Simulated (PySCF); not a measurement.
`CC(C)(C)[NH+]1[BH2-][NH2+][BH2-]1`. The calculation used PBE0-D3(BJ)/def2-SVP geometry optimisation, gas phase in PySCF.

```
atom  x, y, z in Å
C1    -1.6172   -0.4075    1.4858
C2    -1.0948   -0.2174    0.0631
C3    -1.1734    1.2552   -0.3264
C4    -1.9092   -1.0591   -0.9173
N5     0.3136   -0.7018    0.0236
B6     1.2269   -0.5166   -1.2759
N7     2.2378    0.4531   -0.5168
B8     1.4775    0.0479    0.8241
H9    -1.0257    0.1827    2.2008
H10   -2.6687   -0.0925    1.5587
H11   -1.5629   -1.4665    1.7873
H12   -2.2228    1.5836   -0.3053
H13   -0.7882    1.4180   -1.3427
H14   -0.6072    1.8829    0.3756
H15   -1.5147   -0.9570   -1.9390
H16   -2.9630   -0.7435   -0.9187
H17   -1.8784   -2.1261   -0.6424
H18    0.2909   -1.6837    0.2891
H19    1.7750   -1.5666   -1.5626
H20    0.6634    0.0150   -2.2160
H21    3.2166    0.1878   -0.5636
H22    2.1602    1.4347   -0.7698
H23    2.1364   -0.7512    1.4666
H24    1.1029    1.0089    1.4721
```

Task: What is the repulsion energy of the bare nuclei, Σ ZA·ZB/RAB?

Result: 410.16 Eh over 276 pairs, with full nuclear charges and distances in bohr; the largest single term is 14.92 Eh (C2 with N5).

Task: What is the longest distance between nuclei?

Result: H10···H21 and H16···H21, 6.263 Å down to 6.259 Å.

Task: Work out the bond lengths C1–H9, C1–H11, C3–H12, C3–H13, N5–B6, B6–H19, B6–H20 in Å.

Result: For C1–H9 the difference vector is (0.5915, 0.5902, 0.7150) Å, of length 1.0997 Å. C1–H9 1.100; C1–H11 1.102; C3–H12 1.100; C3–H13 1.099; N5–B6 1.599; B6–H19 1.219; B6–H20 1.218 Å.

Task: How far are the heavy atoms from their best plane (unweighted least squares)?

Result: 0.652 Å rms; C1 0.41, C2 0.04, C3 1.56, C4 0.42, N5 0.61, B6 0.25, N7 0.35, B8 0.25 Å (magnitudes).

Task: What are the angles H9–C1–H11, N7–B6–H20, B6–N7–H22, N5–B8–N7, N7–B8–H24?

Result: From the scalar product of the two bond vectors; for H9–C1–H11 it is -0.3773 Å² over 1.0997 × 1.1024 Å², cos θ = -0.3112. H9–C1–H11 108.1°; N7–B6–H20 113.3°; B6–N7–H22 114.9°; N5–B8–N7 92.6°; N7–B8–H24 113.2°.

Task: How far apart are these pairs, which share no bond: C4···H22, H9···H16, H17···H22, H17···H23, H22···H23?

Result: C4···H22 4.775 Å (5 bonds apart); H9···H16 3.787 Å (4 bonds apart); H17···H22 5.386 Å (6 bonds apart); H17···H23 4.739 Å (5 bonds apart); H22···H23 3.127 Å (3 bonds apart).

Task: Write the matrix of distances between heavy atoms (Å, lower triangle).

Result: 
```
C1    0.000
C2    1.527  0.000
C3    2.499  1.525  0.000
C4    2.507  1.527  2.499  0.000
N5    2.440  1.490  2.483  2.440  0.000
B6    3.966  2.697  3.131  3.203  1.599  0.000
N7    4.429  3.448  3.509  4.432  2.308  1.593  0.000
B8    3.197  2.696  3.132  3.966  1.599  2.189  1.594  0.000
```

The point group is Cs within 0.08 Å; differences among equivalent distances and angles are scatter left by the optimiser. No PBE0-D3(BJ)/def2-SVP frequencies stand behind this structure, so it isn't proved a minimum. One conformer, not necessarily the lowest.

Hardware: one thread, Arm Neoverse V2 (aarch64), shared host with 96 logical CPUs at a one-minute load of 26. Cost: 2.9 min wall, 0.86 GiB resident at most. These figures are those of the optimisation.
